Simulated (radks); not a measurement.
Values are calculated unless marked as measured or tabulated.
Question: These are the eigenvalues of the occupied orbitals of an atom or ion with whole-number occupations (eV). Code: a radial shooting solver on a logarithmic mesh with Libxc functionals. Model: Dirac Kohn-Sham, relativistic LDA (MacDonald-Vosko exchange, VWN5 correlation), spin-unpolarised, spherical densities, finite nucleus; Fermi nuclear charge, rms radius of each element as measured or else 0.836 A^(1/3) + 0.57 fm.

orbital  eigenvalue
1s1/2     -43396.49
2s1/2     -8520.914
2p1/2     -8176.834
2p3/2     -7694.361
3s1/2     -3043.267
3p1/2     -2906.274
3p3/2     -2795.288
3d3/2     -2575.467

Which element is it, and in what charge state? The configuration may be excited. Open shells, if any, fill j = l - 1/2 first.

Answer: Z = 59, praseodymium, charge +37: Pr37+ in [Ar] 3d4. The list shows which subshells hold electrons but not how many an open one holds; the 1s level, -1594.8 hartree, gives Z - s = 56.5 by -(Z - s)^2/2, which with screening and relativity narrows Z to a few neighbours, and the depths of the outer levels then fix element, charge and occupations together.
